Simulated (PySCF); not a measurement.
Molecule: `BCBCl`, CH₅B₂Cl.

Bonds (- single, = double, # triple, : aromatic): B1-C2, C2-B3, B3-Cl4. B1 carries H5, H6; C2 carries H7, H8; B3 carries H9.

Frames of a GFN2-xTB Langevin trajectory at 400 K; GIAO PBE0/pcSseg-1 shieldings in PySCF, gas phase, non-relativistic; equivalent atoms averaged within each frame.

Shifts are taken against calculated references (same method and geometry level): BF3·OEt2 for $^{11}$B (100.07 ppm); $^{13}$C (186.93 ppm) and $^{1}$H (31.72 ppm) against TMS; HCl for $^{35}$Cl (949.78 ppm). The references are static minima.

Problem. How do the shifts (ppm) fluctuate along the trajectory?

Solution. 
```
         time (fs)    B1    B3    C2  Cl4  H5/H6    H9  H7/H8
optimised geometry  88.0  70.8  59.7  351   8.02  6.99   3.56
               250  92.1  72.5  75.1  329   8.70  7.24   4.26
               425  82.8  72.2  48.9  363   7.67  7.24   3.74
               625  86.1  72.9  51.7  358   8.09  7.50   3.19
               800  86.1  73.4  60.2  315   7.97  7.02   2.68
              1000  92.2  72.8  61.6  392   8.13  6.95   3.97
    mean of frames  87.8  72.8  59.5  351   8.11  7.19   3.57
standard deviation   4.1   0.4  10.3   30   0.38  0.22   0.64
```

5 frames give an uncertainty of the mean of about the standard deviation over 2.2 at best, since frames this close in time may not be independent; classical motion lacks zero-point vibration, and the reference would need the same averaging.
